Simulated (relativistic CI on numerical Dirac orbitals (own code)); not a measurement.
## One change at a time: Hg69+

Base calculation: Dirac-Coulomb-Breit CI, KLI orbitals optimised for each configuration, model QED, unscaled Slater integrals.

Configurations in the expansion (outside the closed core [Ne]): 3s, 3p, 3d, 4s, 4p, 4d, 4f, 5s, 5p, 5d, 5f, 5g, 6s, 6p, 6d, 7s, 7p. Levels of other configurations are missing.

Variants: (1) QED terms removed. Shifts of the energy above 3s 2S_1/2, in eV, for the lowest level and the first level of each name with at least 55 % of one term (blank where a level changes its place among those of its configuration and J or its character, or is not in the variant):

```csv
Level,Base,Δ(1)
3s 2S_1/2,0.00,0.00
3p 2P°_1/2,181.07,+6.38
3p 2P°_3/2,723.42,+5.94
3d 2D_3/2,929.07,+7.25
3d 2D_5/2,1050.63,+6.95
4s 2S_1/2,3936.57,+4.19
4p 2P°_1/2,4011.17,+6.79
4p 2P°_3/2,4233.35,+6.60
4d 2D_3/2,4311.34,+7.12
4d 2D_5/2,4363.86,+6.99
4f 2F°_5/2,4404.16,+7.11
4f 2F°_7/2,4427.32,+7.04
5s 2S_1/2,5685.46,+5.63
5p 2P°_1/2,5722.81,+6.92
```

At this charge energies of transitions that change n are usually good to better than 1 %, and those within a shell (Δn = 0) to a few per cent.

Ionisation energy from the two ground configurations alone: base 8615.15 eV; QED terms removed 8622.25 eV. The NIST ASD value (theoretical) is 8620 eV.
